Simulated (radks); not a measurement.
The numbers below are computed, except where a source is named.
Removal energies from the erbium ion Er4+, [Xe] 4f10, by Delta-SCF beside the eigenvalue of the level emptied. Code: a radial shooting solver on a logarithmic mesh with Libxc functionals. Model: scalar-relativistic Kohn-Sham, r2SCAN, spin-polarised, spherical densities, finite nucleus; meta-GGA in the generalised Kohn-Sham scheme; Fermi nuclear charge, rms radius of each element as measured or else 0.836 A^(1/3) + 0.57 fm. Open shells are filled with parallel spins first.

| removed from | final configuration | Delta-SCF (eV) | -eigenvalue (eV) |
|---|---|---|---|
| 4f | [Xe] 4f9 | 64.489 | 53.520 |
| 5p | [Kr] 4d10 4f10 5s2 5p5 | 78.849 | 71.648 |
| 5s | [Kr] 4d10 4f10 5s1 5p6 | 107.55 | 99.720 |
| 4d | [Kr] 4d9 4f10 5s2 5p6 | 232.66 | 220.76 |
